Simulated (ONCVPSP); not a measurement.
## What one change does to a pseudopotential (Ti (Z = 22), ONCV)

- Element: titanium
- Generator: ONCVPSP 4.0.1
- Type: optimised norm-conserving Vanderbilt (ONCV)
- Functional: revPBE
- Relativity: scalar-relativistic
- Frozen core: [Ar]
- Valence charge: 4
- Reference configuration: 3d2 4s2
- Partial waves: 4s: rc 2.95 bohr, ncon 4, nbas 8, qcut 1.8 1/bohr, 2 projectors, debl 3.9 Ha; p scattering state at 0.09 Ha: rc 3.15 bohr, ncon 4, nbas 7, qcut 3 1/bohr, 1 projector; 3d: rc 2.05 bohr, ncon 4, nbas 9, qcut 7.6 1/bohr, 2 projectors, debl 3 Ha
- Local potential: polynomial inside 1.65 bohr (lpopt 5, dvloc0 0 Ha)
- Core correction: Teter function, fcfact 2.75, rcfact 1

In the p channel the program set the typed energies aside and used 0.050 Ha.

All-electron outer shells of the reference configuration (revPBE, scalar-relativistic, ld1.x):

```
shell  level (eV)  outermost node (bohr)  outermost maximum (bohr)
   3p      -38.88                   0.37                      0.90
   4s       -4.43                   1.24                      2.96
   3d       -4.21                      –                      0.98
```

Change: core correction Teter function, fcfact 4, rcfact 1.7.

Cutoffs: the cutoffs (Ha) at which the residual kinetic energy of the hardest occupied pseudo-wave falls to 1 and 0.1 mHa per electron; they do not see the model core or the augmentation charge, which bear on the density cutoff. Errors are all-electron minus pseudo energies relative to the spin-unpolarised reference configuration.

**Question.** What does the change do?

**Answer.** The potential gets neither clearly harder nor softer (22 Ha and 25 Ha → 22 Ha and 25 Ha); of the 4 tests that both files solve, the error grows in 4 and shrinks in 0 by more than 15 % and 0.3 meV (median size 111.3 → 354.0 meV); neither file shows a bound ghost. A model core, the more so a compact one, raises the density cutoff, which this test does not measure.

| quantity | base | changed |
| --- | --- | --- |
| cutoff, loose | 22 Ha | 22 Ha |
| cutoff, tight | 25 Ha | 25 Ha |
| bound ghosts | none | none |
| GHOST(+) flags under 300 eV | p at 18.2 eV, s at 62.9 eV | p at 18.2 eV, s at 62.9 eV |
| error for 3d2 4s1, meV [ΔE 7.28 eV] | +0.8 | -81 |
| error for 3d2 4s0, meV [ΔE 20.71 eV] | +169 | -463 |
| error for 3d1 4s0, meV [ΔE 47.57 eV] | +270 | -825 |
| error for 3d3 4s0, meV [ΔE 7.29 eV] | +53 | -245 |
| s: phases at 3.00 bohr within 0.05 rad from the reference energy up to (Ha; the scan ends near 5) | 0.9 | 0.9 |
| p: phases at 3.20 bohr within 0.05 rad from the reference energy up to (Ha; the scan ends near 5) | n/a | n/a |
| d: phases at 2.08 bohr within 0.05 rad from the reference energy up to (Ha; the scan ends near 5) | to the end of the scan | to the end of the scan |
| rms error of d²Exc/dni dnj with the model core, mHa | 18.72 | 13.53 |
